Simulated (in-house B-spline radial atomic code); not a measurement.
RPA and G0W0 for the mercury ion Hg⁺, [Xe] 4f14 5d10 6s1, highest spin, as one setting changes: the highest l of the empty states. Start: Hartree-Fock. A dash marks a level of low quasi-particle weight. Computed with an all-electron radial atomic-structure program (B-spline basis): all electrons, scalar-relativistic (spin-free one-electron X2C), finite nucleus, each spin shell either full or empty, empty states to the listed l with an (l + 1/2)⁻⁴ tail; G0W0 by contour deformation at full frequency.

Without the two-electron picture change, the correlation of inner shells comes somewhat too large for so heavy an element.

RPA overbinds a lone outer s electron by self-correlation, and G0W0 tends to as well.

```json
{"highest l of the empty states": "5", "RPA summed (Eh)": "-5.7342", "RPA extrapolated (Eh)": "-6.7332", "G0W0 level (eV)": "6s up -18.925"}
{"highest l of the empty states": "6", "RPA summed (Eh)": "-6.1035", "RPA extrapolated (Eh)": "-6.7378", "G0W0 level (eV)": "6s up -18.909"}
{"highest l of the empty states": "7", "RPA summed (Eh)": "-6.3055", "RPA extrapolated (Eh)": "-6.7185", "G0W0 level (eV)": "6s up -18.903"}
{"highest l of the empty states": "8", "RPA summed (Eh)": "?", "RPA extrapolated (Eh)": "?", "G0W0 level (eV)": "?"}
{"highest l of the empty states": "9", "RPA summed (Eh)": "?", "RPA extrapolated (Eh)": "?", "G0W0 level (eV)": "?"}
{"highest l of the empty states": "10", "RPA summed (Eh)": "-6.5327", "RPA extrapolated (Eh)": "-6.6622", "G0W0 level (eV)": "6s up -18.896"}
{"highest l of the empty states": "11", "RPA summed (Eh)": "-6.5602", "RPA extrapolated (Eh)": "-6.6526", "G0W0 level (eV)": "6s up -18.895"}
```

What belongs in the row for 8?

RPA summed (Eh): -6.4212; RPA extrapolated (Eh): -6.6955; G0W0 level (eV): 6s up -18.899.

What belongs in the row for 9?

RPA summed (Eh): -6.4899; RPA extrapolated (Eh): -6.6757; G0W0 level (eV): 6s up -18.897.
